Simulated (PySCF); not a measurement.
## Excitation energy of Zr by level of theory

Zr [Kr] 4d2 5s2 (3F) → Zr [Kr] 4d2 5s1 5p1 (high-spin determinant), as a difference of total energies. Calculation: PySCF 2.14, in aug-cc-pwCVDZ-PP with ECP28MDF (6s6p5d3f, 70 functions); scalar relativity through the core potential. Correlated levels: valence: 4s2 4p6 frozen; valence and next inner shell: nothing frozen outside the core potential. The calculations carry no spin-orbit coupling.

```
                                method  excitation energy (eV)
                                   UHF                   0.825
                                   LDA                   2.131
                                   PBE                   1.908
                                  PBE0                   1.754
                                r2SCAN                   1.577
                               r2SCANh                   1.582
                                 B97-3                   2.279
                                 TPSSh                   1.792
                                revPBE                   1.834
                         MP2 (valence)                   1.584
                     SCS-MP2 (valence)                   1.843
    MP2 (valence and next inner shell)                   1.852
SCS-MP2 (valence and next inner shell)                   2.017
```

Question: How much does correlation contribute at MP2 (valence and next inner shell)?

Answer: 1.852 − (0.825) = 1.027 eV, measured against UHF.

The determinant of the upper state mixes LS terms, which raises its energy above the lowest term, most at the Hartree-Fock and MP2 levels.
